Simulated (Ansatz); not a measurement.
`[AsH2][InH2]`. The species carries charge 0 and has multiplicity 1. In takes the def2 core potential.

```xyz
6

As   -1.220   -0.982    0.291
In    0.938    0.452    0.306
H    -2.060    0.196   -0.181
H    -0.952   -1.464   -1.128
H     2.402   -0.229   -0.301
H     0.892    2.026    1.012
```

(1) List the harmonic frequencies (cm⁻¹, unscaled) at PBE0-D4/def2-TZVP in Ansatz. (An estimate is asked.)

(2) Is this a minimum?

(3) Give the ideal-gas thermochemistry at 298.15 K and 1 bar (rigid rotor, harmonic oscillator; point group Cs, symmetry number 1).

(4) Rotational constants (cm⁻¹)?

## Answers

(1) The calculation gave: 154, 215, 305, 412, 555, 589, 596, 986, 1805, 1808, 2205, 2218.

(2) Yes, all 12 modes are real.

(3) Zero-point energy 70.9 kJ/mol; H(298) − E = 87.2 kJ/mol; entropy 315.8 J/(mol·K), of which translation 174.5, rotation 105.7, vibration 35.5; G(298) − E = -7.0 kJ/mol.

(4) 1.834, 0.05288, 0.05209.
